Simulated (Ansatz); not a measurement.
**Molecular dynamics of AlFH6O2Si2**

input.yaml

```yaml
crystal:
  periodic: [false, false, false]
  atoms:
    - { symbol: Al, position_ang: [-0.010975, -0.265688, 0.016278] }
    - { symbol: F, position_ang: [0.162777, 0.928054, 1.195441] }
    - { symbol: O, position_ang: [1.381192, -0.863369, -0.689483] }
    - { symbol: Si, position_ang: [2.79776, -1.434838, -1.379512] }
    - { symbol: H, position_ang: [2.490671, -2.58939, -2.27208] }
    - { symbol: H, position_ang: [3.437173, -0.35339, -2.181788] }
    - { symbol: H, position_ang: [3.736303, -1.878669, -0.309964] }
    - { symbol: O, position_ang: [-1.561481, -0.76475, -0.357735] }
    - { symbol: Si, position_ang: [-3.126311, -1.24936, -0.712526] }
    - { symbol: H, position_ang: [-3.463838, -2.46642, 0.079599] }
    - { symbol: H, position_ang: [-4.084605, -0.159386, -0.374231] }
    - { symbol: H, position_ang: [-3.235565, -1.564595, -2.165999] }
basis:
  gaussian: { orbitals: "6-31G" }
hamiltonian:
  xc: hf
md:
  timestep: 0.5
  n_steps: 150
  ensemble: nve
  temperature: 300.0
  initial_velocities: maxwell_boltzmann
  seed: 199501
```

Command:

```bash
$ ansatz run input.yaml --threads 1 --pin off --max-ram 2048MiB --backend cpu --events-out ev --progress --plain --runs-dir out
```

It starts from a relaxed structure.

Output, in part (one step line in 6, the closing report, with atoms numbered from 0):

```
md step     0: t =     0.00 fs  T =   300.0 K  F+E_penalty+E_count = -29183.55697665 eV  E_kin = 0.387780 eV  conserved = -29183.16919665 eV  (35 SCF iters)
md step     6: t =     3.00 fs  T =   198.8 K  F+E_penalty+E_count = -29183.42511769 eV  E_kin = 0.257002 eV  conserved = -29183.16811570 eV  (36 SCF iters)
md step    12: t =     6.00 fs  T =   170.8 K  F+E_penalty+E_count = -29183.38936885 eV  E_kin = 0.220715 eV  conserved = -29183.16865408 eV  (36 SCF iters)
md step    18: t =     9.00 fs  T =   135.3 K  F+E_penalty+E_count = -29183.34320198 eV  E_kin = 0.174922 eV  conserved = -29183.16827956 eV  (35 SCF iters)
md step    24: t =    12.00 fs  T =   172.9 K  F+E_penalty+E_count = -29183.39171665 eV  E_kin = 0.223445 eV  conserved = -29183.16827162 eV  (36 SCF iters)
md step    30: t =    15.00 fs  T =   260.2 K  F+E_penalty+E_count = -29183.50537485 eV  E_kin = 0.336319 eV  conserved = -29183.16905550 eV  (35 SCF iters)
md step    36: t =    18.00 fs  T =   192.8 K  F+E_penalty+E_count = -29183.41730537 eV  E_kin = 0.249230 eV  conserved = -29183.16807524 eV  (36 SCF iters)
md step    42: t =    21.00 fs  T =   205.7 K  F+E_penalty+E_count = -29183.43463071 eV  E_kin = 0.265841 eV  conserved = -29183.16879020 eV  (35 SCF iters)
md step    48: t =    24.00 fs  T =   156.0 K  F+E_penalty+E_count = -29183.36989542 eV  E_kin = 0.201642 eV  conserved = -29183.16825374 eV  (36 SCF iters)
md step    54: t =    27.00 fs  T =   174.6 K  F+E_penalty+E_count = -29183.39403713 eV  E_kin = 0.225667 eV  conserved = -29183.16837021 eV  (36 SCF iters)
md step    60: t =    30.00 fs  T =   215.5 K  F+E_penalty+E_count = -29183.44743024 eV  E_kin = 0.278535 eV  conserved = -29183.16889484 eV  (36 SCF iters)
md step    66: t =    33.00 fs  T =   157.4 K  F+E_penalty+E_count = -29183.37152094 eV  E_kin = 0.203458 eV  conserved = -29183.16806253 eV  (36 SCF iters)
md step    72: t =    36.00 fs  T =   194.5 K  F+E_penalty+E_count = -29183.42030113 eV  E_kin = 0.251438 eV  conserved = -29183.16886279 eV  (36 SCF iters)
md step    78: t =    39.00 fs  T =   142.8 K  F+E_penalty+E_count = -29183.35281297 eV  E_kin = 0.184628 eV  conserved = -29183.16818533 eV  (36 SCF iters)
md step    84: t =    42.00 fs  T =   175.1 K  F+E_penalty+E_count = -29183.39484244 eV  E_kin = 0.226367 eV  conserved = -29183.16847568 eV  (59 SCF iters)
md step    90: t =    45.00 fs  T =   205.0 K  F+E_penalty+E_count = -29183.43378801 eV  E_kin = 0.265016 eV  conserved = -29183.16877176 eV  (36 SCF iters)
md step    96: t =    48.00 fs  T =   170.2 K  F+E_penalty+E_count = -29183.38812016 eV  E_kin = 0.219956 eV  conserved = -29183.16816381 eV  (35 SCF iters)
md step   102: t =    51.00 fs  T =   205.2 K  F+E_penalty+E_count = -29183.43409340 eV  E_kin = 0.265182 eV  conserved = -29183.16891162 eV  (36 SCF iters)
md step   108: t =    54.00 fs  T =   127.3 K  F+E_penalty+E_count = -29183.33271796 eV  E_kin = 0.164590 eV  conserved = -29183.16812748 eV  (36 SCF iters)
md step   114: t =    57.00 fs  T =   147.6 K  F+E_penalty+E_count = -29183.35929946 eV  E_kin = 0.190766 eV  conserved = -29183.16853368 eV  (36 SCF iters)
md step   120: t =    60.00 fs  T =   160.8 K  F+E_penalty+E_count = -29183.37634564 eV  E_kin = 0.207796 eV  conserved = -29183.16854983 eV  (36 SCF iters)
md step   126: t =    63.00 fs  T =   177.1 K  F+E_penalty+E_count = -29183.39728739 eV  E_kin = 0.228983 eV  conserved = -29183.16830471 eV  (36 SCF iters)
md step   132: t =    66.00 fs  T =   233.6 K  F+E_penalty+E_count = -29183.47090403 eV  E_kin = 0.301916 eV  conserved = -29183.16898816 eV  (36 SCF iters)
md step   138: t =    69.00 fs  T =   140.9 K  F+E_penalty+E_count = -29183.35029439 eV  E_kin = 0.182149 eV  conserved = -29183.16814548 eV  (36 SCF iters)
md step   144: t =    72.00 fs  T =   134.7 K  F+E_penalty+E_count = -29183.34273462 eV  E_kin = 0.174103 eV  conserved = -29183.16863176 eV  (36 SCF iters)
md step   150: t =    75.00 fs  T =   107.7 K  F+E_penalty+E_count = -29183.30748171 eV  E_kin = 0.139188 eV  conserved = -29183.16829323 eV  (59 SCF iters)
Total energy: -29183.30748171 eV, -1072.4667687965 hartree
Atom 0 at    -0.019933    -0.396580    -0.113220 Å, force    -1.104206     0.547611     0.678147 eV/Å
Atom 1 at     0.111016     0.882860     0.994078 Å, force     0.021721    -0.113286    -0.114208 eV/Å
Atom 2 at     1.383957    -0.994782    -0.710003 Å, force     1.980085    -0.183785    -1.002797 eV/Å
Atom 3 at     2.964825    -1.310089    -1.272162 Å, force    -1.030551    -0.010809    -0.209908 eV/Å
Atom 4 at     2.942201    -1.698191    -2.732919 Å, force    -0.075235     0.107625     0.432800 eV/Å
Atom 5 at     3.925728    -0.218661    -1.063560 Å, force    -0.064799     0.707164    -0.123947 eV/Å
Atom 6 at     3.504222    -2.344880    -0.426177 Å, force     0.264213    -1.035070     0.365090 eV/Å
Atom 7 at    -1.586524    -0.876713    -0.450823 Å, force    -0.118195     0.270525     0.120149 eV/Å
Atom 8 at    -3.251014    -1.114871    -0.541957 Å, force     0.739491    -0.941973    -0.538599 eV/Å
Atom 9 at    -3.511193    -2.519782    -0.120346 Å, force    -0.124410    -0.108340    -0.108531 eV/Å
Atom 10 at    -3.957752    -0.281825     0.432084 Å, force    -0.296829     0.579895     0.041762 eV/Å
Atom 11 at    -3.634387    -0.953126    -1.992195 Å, force    -0.191284     0.180444     0.460039 eV/Å
Dipole moment:    -0.048695    -0.261407    -0.372176 e Å
```

The run went to its last step. The conserved energy stayed within 0.1 meV per atom of its start (net change 0.075 meV per atom), so the integration is sound. Over the second half the temperature averaged 0.55 of the 300 K drawn at the start: a run that starts near a minimum puts about half its kinetic energy into the potential. A run of 0.075 ps of so small a system gives no equilibrium averages. Limits of this set-up: no polarisation functions.

The same pairs are bonded in the first frame and the last. Pairs count as bonded within 1.25 times the sum of covalent radii (0.12 Å more for H–H).

Last frame:

```xyz
12
Properties=species:S:1:pos:R:3
Al -0.020 -0.397 -0.113
F 0.111 0.883 0.994
O 1.384 -0.995 -0.710
Si 2.965 -1.310 -1.272
H 2.942 -1.698 -2.733
H 3.926 -0.219 -1.064
H 3.504 -2.345 -0.426
O -1.587 -0.877 -0.451
Si -3.251 -1.115 -0.542
H -3.511 -2.520 -0.120
H -3.958 -0.282 0.432
H -3.634 -0.953 -1.992
```

The run took 5.9 min on 1 thread of Arm Neoverse V1, with other jobs on the host, peak memory 0.16 GiB.
